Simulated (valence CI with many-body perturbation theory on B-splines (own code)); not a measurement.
E1 line list for Pd³³⁺

Calculated by relativistic CI+MBPT: three valence electrons over a frozen Dirac-Fock core [Ne], a basis of 11 s, 11 p, 10 d, 8 f, 5 g, 2 h functions for each j, with the one-electron correlation potential Σ1, the two-electron term Σ2, the three-electron term Σ3, Breit, model QED; selected CI, second order for the rest, scaled by the run's own slope (own B-spline code, finite nucleus).

No measured spectrum was set against this ion. As an estimate, large intervals hold to a few tenths of a per cent, small ones and those within an open d or f shell to about a per cent.

Lines 101 to 150 of 576 in falling wavelength, among levels below 8034.3 × 10³ cm⁻¹, chosen from the strongest by gf and those to the six lowest levels. Wavelengths and rates use the calculated energies. Electric multipoles are in the length gauge, E1 and E2 with the static RPA response of the core. Weak lines are less certain than strong ones. Lines between different terms over intervals too small for the method are left out, as are lines whose strength nearly cancels. The highest levels of a list are the least certain.

Names give the largest LS component (configuration and term), which can be under half, so a name can repeat, a term be missing and a line seem to break the LS rules; names also repeat where a configuration has a term twice. Letters in brackets count levels of one name in rising energy.

```
λ vac (nm)                 Upper                 Lower   A (s⁻¹)  S (a.u.)
     10.73    3p.3d2 2P°_1/2 [c]         3s.3d2 2S_1/2  4.98e+10  6.08e-02
     10.72            3d3 4F_3/2    3p.3d2 4D°_1/2 [b]  1.44e+10  3.51e-02
     10.70    3p.3d2 2F°_7/2 [c]     3p2.3d 2F_5/2 [c]  1.31e+11  6.31e-01
     10.68    3p.3d2 4D°_5/2 [a]         3s.3d2 4P_3/2  3.22e+10  1.16e-01
     10.67            3d3 4F_5/2    3p.3d2 4D°_3/2 [c]  1.52e+10  5.47e-02
     10.66       3p.3d2 4G°_11/2         3p2.3d 4F_9/2  3.05e+10  2.19e-01
     10.65            3d3 2F_5/2    3p.3d2 2F°_5/2 [b]  1.18e+10  4.24e-02
     10.64    3p.3d2 2D°_3/2 [c]         3s.3d2 2P_1/2  5.98e+10  1.42e-01
     10.64        3p.3d2 4P°_3/2     3p2.3d 2P_1/2 [a]  1.46e+10  3.47e-02
     10.63            3d3 2F_7/2    3p.3d2 2F°_5/2 [b]  1.30e+10  6.17e-02
     10.60        3p.3d2 4P°_5/2     3p2.3d 2P_3/2 [b]  1.06e+10  3.72e-02
     10.59         3p2.3d 2G_7/2  3s.3p.3d 2F°_5/2 [a]  5.46e+10  2.56e-01
     10.58      3s.3p.3d 4P°_5/2         3s.3p2 2D_3/2  1.88e+08  6.61e-04
     10.57         3p2.3d 4F_7/2      3s.3p.3d 4P°_5/2  2.43e+10  1.13e-01
     10.57     3p2.3d 2D_5/2 [b]  3s.3p.3d 2P°_3/2 [b]  5.93e+10  2.07e-01
     10.55            3d3 2G_7/2    3p.3d2 2G°_7/2 [b]  1.16e+10  5.39e-02
     10.55            3d3 2H_9/2    3p.3d2 2G°_7/2 [b]  2.81e+10  1.63e-01
     10.50     3p2.3d 2F_7/2 [b]  3s.3p.3d 2F°_7/2 [a]  5.76e+10  2.63e-01
     10.49    3p.3d2 2P°_3/2 [a]         3s.3d2 2P_1/2  3.40e+10  7.75e-02
     10.45        3p.3d2 4F°_9/2         3s.3d2 4F_7/2  2.84e+10  1.60e-01
     10.45    3p.3d2 4D°_7/2 [b]         3s.3d2 4P_5/2  4.62e+10  2.08e-01
     10.44        3p.3d2 4G°_9/2         3p2.3d 2G_9/2  1.76e+10  9.88e-02
     10.43        3d3 2D_5/2 [a]    3p.3d2 2D°_5/2 [b]  5.74e+10  1.93e-01
     10.42        3d3 2D_3/2 [a]    3p.3d2 2D°_3/2 [b]  2.13e+10  4.76e-02
     10.40  3s.3p.3d 2F°_5/2 [b]         3s.3p2 2P_3/2  1.33e+10  4.42e-02
     10.38    3p.3d2 2G°_7/2 [b]         3s.3d2 2D_5/2  1.57e+10  6.92e-02
     10.38        3p.3d2 4F°_7/2         3s.3d2 4F_7/2  9.22e+09  4.07e-02
     10.36    3p.3d2 2F°_7/2 [b]         3s.3d2 2F_5/2  5.87e+10  2.58e-01
     10.34     3p2.3d 2F_5/2 [b]  3s.3p.3d 2D°_3/2 [a]  8.18e+10  2.68e-01
     10.34    3p.3d2 2F°_7/2 [c]         3s.3d2 2F_7/2  3.95e+10  1.72e-01
     10.33         3s.3d2 2D_3/2  3s.3p.3d 2P°_1/2 [a]  4.02e+10  8.75e-02
     10.32        3p.3d2 4F°_7/2     3s.3d2 4F_5/2 [b]  1.62e+10  7.03e-02
     10.31    3p.3d2 2D°_3/2 [b]         3s.3d2 2D_3/2  3.71e+10  8.02e-02
     10.31         3p2.3d 4F_7/2      3s.3p.3d 4F°_7/2  9.75e+09  4.22e-02
     10.31            3d3 4F_9/2    3p.3d2 4D°_7/2 [b]  2.42e+10  1.31e-01
     10.29            3d3 2F_7/2    3p.3d2 2G°_9/2 [b]  1.78e+10  7.66e-02
     10.27    3p.3d2 2F°_5/2 [b]     3p2.3d 2D_3/2 [b]  8.57e+10  2.75e-01
     10.26  3s.3p.3d 4F°_5/2 [a]         3s.3p2 4P_3/2  2.63e+08  8.40e-04
     10.22        3p.3d2 2H°_9/2         3p2.3d 2G_7/2  3.52e+10  1.86e-01
     10.20  3s.3p.3d 4F°_5/2 [b]         3s.3p2 4P_5/2  4.27e+09  1.34e-02
     10.20    3p.3d2 2P°_3/2 [b]         3s.3d2 2P_3/2  1.33e+11  2.79e-01
     10.19    3p.3d2 2P°_1/2 [b]         3s.3d2 2D_3/2  4.21e+10  4.40e-02
     10.18        3d3 2D_3/2 [b]    3p.3d2 2P°_1/2 [c]  6.14e+10  1.28e-01
     10.17        3p.3d2 4P°_5/2         3s.3d2 4P_3/2  1.69e+10  5.28e-02
     10.14    3p.3d2 4D°_7/2 [a]     3p2.3d 2D_5/2 [a]  2.58e+10  1.06e-01
     10.13            3d3 2G_9/2    3p.3d2 2F°_7/2 [b]  6.99e+09  3.59e-02
     10.13            3d3 2G_7/2    3p.3d2 4D°_5/2 [b]  2.51e+10  1.03e-01
     10.12    3p.3d2 2F°_7/2 [a]         3s.3d2 4F_7/2  1.37e+10  5.60e-02
     10.10    3p.3d2 2D°_5/2 [c]         3s.3d2 2F_7/2  5.40e+10  1.65e-01
     10.10      3s.3p.3d 4D°_7/2         3s.3p2 2D_5/2  1.22e+10  4.96e-02
```
